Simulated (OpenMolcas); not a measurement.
Co3+ (d6) in a complex was computed by CASSCF with the d shell active (OpenMolcas, ANO-RCC-VDZP on the metal). Its lowest spin-free states, and all those of the highest spin:

| 2S+1 | Degeneracy | E (cm-1) |
| --- | --- | --- |
| 5 | 1 | 0.0 |
| 5 | 2 | 2398 |
| 5 | 1 | 5391 |
| 3 | 2 | 14431 |
| 5 | 1 | 14974 |
| 3 | 1 | 15690 |
| 3 | 1 | 15848 |
| 3 | 2 | 20435 |
| 3 | 1 | 22117 |
| 3 | 1 | 24006 |
| 3 | 2 | 24920 |
| 3 | 1 | 25060 |

**Question.** Is the site octahedral, tetrahedral or cube-like, axial, or of lower symmetry?

**Answer.** The states with 2S+1 = 5 have orbital degeneracies 1, 2, 1, 1. There are pairs but no triples, so the site is axial: not cubic, but with a proper or improper axis of order three or more. The run had Co3+ with 4 ligands (sulfide) in square-planar coordination (D4h) at 2.26 Å. A charge of +1.25 e stands 2.4 Å behind each ligand. Ligand basis ANO-RCC-VDZP.

Without dynamic correlation the repulsion within the d shell is too large (B by tens of per cent), so at a given field states of lower spin stand too high. This shell can be high or low spin here, a state of another spin lies low, and with metal d orbitals alone active their balance is uncertain, so the ground spin may be wrong. The least metal-like active orbital is 77 % on the metal (Löwdin) and no ligand orbital is active, so the numbers are rough. The sulfide ions are held by bare point charges, a crude embedding. Ligand-to-metal charge-transfer states are missing. This ion would oxidise such ligands; the complex is a model and need not exist. With no ligand orbital active B as a rule stays too high, so bands that hang on it stand too high and its fall with covalency is understated. With metal d orbitals alone and no dynamic correlation the field as a rule comes out too small, by tens of per cent, by up to half for chloride and softer ligands, and the orbital part of g and χT, which goes as 1/10Dq, too large. No measured value stands beside these numbers; the geometry was imposed, not optimised, and the real ion may take another.
